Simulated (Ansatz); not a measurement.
Ag₆⁻. Total charge -1; doublet. Geometry PBE0-D4/def2-SVPD.

Cartesian coordinates in Å:
```
Ag 1.776 0.849 1.560
Ag 1.995 -1.260 -0.158
Ag -0.193 -1.863 -1.675
Ag -0.551 2.411 1.739
Ag -2.597 -0.421 -1.488
Ag -0.430 0.285 0.023
```

In the def2 sets Ag takes a core potential; there is no spin–orbit coupling. At PBE-D4/def2-TZVPD the highest occupied level of the charge -1 doublet lies above zero (up to 0.07 eV). The electron is either unbound and held by the finite basis, or the level is raised by self-interaction error. Another isomer (doublet) lies 0.25 eV lower at PBE0-D4/def2-TZVPD; other spin states weren't run for this one.

Q: Estimate the α-spin orbital energies around the gap (eV) in Ansatz with LDA (SPW92)/def2-TZVPD, PBE-D4/def2-TZVPD, r2SCAN-D4/def2-TZVPD, PBE0-D4/def2-TZVPD, ωB97M-V/def2-TZVPD.

A: 
```
orbital  LDA (SPW92)/def2-TZVPD  PBE-D4/def2-TZVPD  r2SCAN-D4/def2-TZVPD  PBE0-D4/def2-TZVPD  ωB97M-V/def2-TZVPD
 HOMO−9                   -3.39              -3.18                 -3.43               -4.87               -7.29
 HOMO−8                   -3.38              -3.15                 -3.40               -4.80               -7.22
 HOMO−7                   -3.30              -3.08                 -3.32               -4.76               -7.16
 HOMO−6                   -3.25              -3.00                 -3.23               -4.63               -7.02
 HOMO−5                   -3.22              -2.97                 -3.17               -4.52               -6.88
 HOMO−4                   -3.15              -2.92                 -3.09               -4.36               -6.72
 HOMO−3                   -3.00              -2.79                 -3.02               -3.88               -5.98
 HOMO−2                   -2.15              -1.83                 -1.92               -2.41               -4.12
 HOMO−1                   -1.51              -1.21                 -1.30               -1.69               -3.25
   HOMO                   -0.19               0.07                 -0.06               -0.22               -1.38
   LUMO                    0.22               0.48                  0.54                1.10                2.55
 LUMO+1                    0.66               0.93                  1.04                1.55                2.97
 LUMO+2                    1.14               1.35                  1.48                1.92                3.22
 LUMO+3                    1.89               2.06                  2.18                2.60                3.93
 LUMO+4                    2.13               2.32                  2.50                2.88                4.20
 LUMO+5                    2.26               2.43                  2.61                3.00                4.28
 β HOMO                   -1.40              -1.07                 -1.06               -1.39               -2.73
 β LUMO                    0.04               0.38                  0.57                1.11                2.34
```
